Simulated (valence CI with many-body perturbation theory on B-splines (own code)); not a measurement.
Pr27+: E2, M1, M2 decay

Calculated by relativistic CI+MBPT: four valence electrons over a frozen Dirac-Fock core [Ar] 3d10, radial functions for each j: 11 s, 11 p, 10 d, 8 f, 5 g, 2 h, with the one-electron correlation potential Σ1 (screened to all orders), the two-electron term Σ2, the three-electron term Σ3, Breit, model QED; selected single and double excitations, second order for the rest, scaled by the run's own slope (own B-spline code, finite nucleus).

The last digits are not significant, and no measured levels were compared; by estimate large intervals hold to a few tenths of a per cent, small ones and those within an open d or f shell to about a per cent. Among the levels kept, up to 510 cm⁻¹ of a level comes from second order outside the variational space, and about a tenth of that is noise between levels of different J, which matters for small intervals.

Lines 1 to 11 of 11 in falling wavelength, among levels below 340.81 eV, chosen from the decays that carry over 1 % of a level's rate. Wavelengths and rates use the calculated energies. Electric multipoles are in the length gauge, E1 and E2 with the static RPA response of the core. Weak lines are less certain than strong ones. Lines between different terms over intervals too small for the method are left out, as are lines whose strength nearly cancels.

Levels are named by their leading jj configuration (3d3/2^4 stands for four electrons in 3d with j = 3/2), which in mixed levels can hold well under half, so a name can repeat and another be missing.

| λ vac (Å) | Upper | Lower | Type | A (s⁻¹) | Branch % |
| --- | --- | --- | --- | --- | --- |
| 4221 | (4s^2 4p1/2 4p3/2) J=2 | (4s^2 4p1/2 4p3/2) J=1 | M1 | 7.46e+01 | 6.6 |
| 568.0 | (4s^2 4p3/2 4d5/2) J=4 | (4s^2 4p1/2 4d5/2) J=3 | M1 | 8.23e+04 | 86.8 |
| 504.0 | (4s^2 4p1/2 4p3/2) J=1 | (4s^2 4p1/2^2) J=0 | M1 | 1.05e+05 | 100.0 |
| 462.2 | (4s^2 4p3/2^2) J=2 | (4s^2 4p1/2 4p3/2) J=2 | M1 | 9.89e+04 | 46.9 |
| 450.2 | (4s^2 4p1/2 4p3/2) J=2 | (4s^2 4p1/2^2) J=0 | E2 | 1.06e+03 | 93.4 |
| 416.6 | (4s^2 4p3/2^2) J=2 | (4s^2 4p1/2 4p3/2) J=1 | M1 | 1.09e+05 | 51.6 |
| 369.8 | (4s^2 4p3/2^2) J=0 | (4s^2 4p1/2 4p3/2) J=2 | E2 | 7.90e+03 | 2.3 |
| 340.0 | (4s^2 4p3/2^2) J=0 | (4s^2 4p1/2 4p3/2) J=1 | M1 | 3.41e+05 | 97.7 |
| 260.3 | (4s^2 4p3/2 4d5/2) J=4 | (4s 4p1/2 4p3/2^2) J=3 | M1 | 4.98e+03 | 5.3 |
| 162.6 | (4s^2 4p3/2 4d5/2) J=4 | (4s 4p1/2^2 4p3/2) J=2 | E2 | 4.14e+03 | 4.4 |
| 116.5 | (4s^2 4p3/2 4d5/2) J=4 | (4s^2 4p3/2^2) J=2 | M2 | 1.15e+03 | 1.2 |
